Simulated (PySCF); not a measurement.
Molecule: SMILES BNBC=C, C2H7B2N.

Structure with atom numbers: `[BH2:1][NH:2][BH:3][CH:4]=[CH2:5]`; H(Xn) means a hydrogen on atom n. Ha(C5) is cis to B3; Hb(C5) is trans to B3.

Spin–spin couplings on one PBE0-D3(BJ)/def2-SVP geometry, PySCF 2.14, gas phase, non-relativistic, equivalent pairs averaged (spin–dipole term only in couplings to heteroatoms); isotopes $^{13}$C, $^{1}$H, $^{11}$B, $^{15}$N; basis pcJ-1.

Task: How do the couplings (Hz) change with the functional? Times are CPU seconds on 1 thread of an Arm Neoverse V1, shared host.

Result: 
```
functional  functions  $^{1}J$(C5,Ha(C5))  $^{1}J$(C5,Hb(C5))  $^{1}J$(B3,H(B3))  $^{1}J$(C4,H(C4))  $^{1}J$(B1,H(B1))  $^{1}J$(N2,H(N2))  $^{1}J$(B3,C4)  core-s
       LDA        205               130.0               126.5              112.3              112.0              111.4              -60.1            51.4      17
       PBE        205               153.9               149.4              135.8              132.2              134.7              -67.9            62.8      25
       KT2        205               163.8               159.3              141.8              139.2              141.1              -72.6            52.4      24
      PBE0        205               159.2               155.5              136.8              137.5              136.4              -71.6            67.0      33
     B97-2        205               153.5               149.8              138.8              131.9              139.8              -68.9            69.8      29
 BHandHLYP        205               181.6               178.0              151.0              157.0              151.1              -81.4            77.4      36
 CAM-B3LYP        205               165.6               161.9              142.0              142.8              141.5              -74.4            68.9      57
``` Left out for a near triplet instability: HF/pcJ-1.
